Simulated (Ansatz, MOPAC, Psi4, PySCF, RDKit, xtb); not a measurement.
Dimer: H2S (SMILES S) (first 3 atoms) with CH3Cl (SMILES CCl); geometry from B3LYP-D3(BJ)/def2-TZVP, rigid monomers moved along the line of their centres of mass till H3···Cl5 is 3.80 Å.
(charge 0, multiplicity 1):
```xyz
8

S     -0.3163     0.1178    -0.4573
H     -0.2298     1.4346    -0.2098
H      0.5931    -0.1789     0.4881
C     -0.6293    -0.9280     4.3443
Cl     1.1609    -0.8601     4.1830
H     -1.0607    -0.6929     3.3756
H     -0.9011    -1.9313     4.6570
H     -0.9275    -0.1985     5.0909
```

Monomers are frozen at their geometry in the pair; levels with a basis set take the counterpoise correction. Rows marked so take none. RDKit's UFF carries no charges.

Frozen-core correlation. Rows in 6-31G* carry no dispersion term and start afresh at each structure (6-31G* with six Cartesian d functions). The state that PM6 reach isn't checked.

Programs: Ansatz (Gaussian orbitals); MOPAC for PM6 (differences of heats of formation); Psi4 for SAPT; PySCF for 6-31G* rows, the dispersion terms; RDKit for the force fields; xtb for the GFN methods. Values without a source in brackets are computed.

| level | interaction energy (kcal/mol) |
|---|---|
| MMFF94 | -0.73 |
| UFF | -0.46 |
| PM6 | -0.62 |
| GFN1-xTB | -0.57 |
| B3LYP/6-31G* (no counterpoise) | -0.73 |
| PBE0-D4/def2-TZVPPD | -1.22 |
| wB97X-V/def2-TZVPPD | -1.10 |
| wB97M-V/def2-TZVPPD | -1.05 |
| SAPT0/jun-cc-pV(D+d)Z | [?] |

Some entries are withheld; supply them.


- SAPT0/jun-cc-pV(D+d)Z, interaction energy (kcal/mol): -0.98

Ansatz is an electronic-structure program.
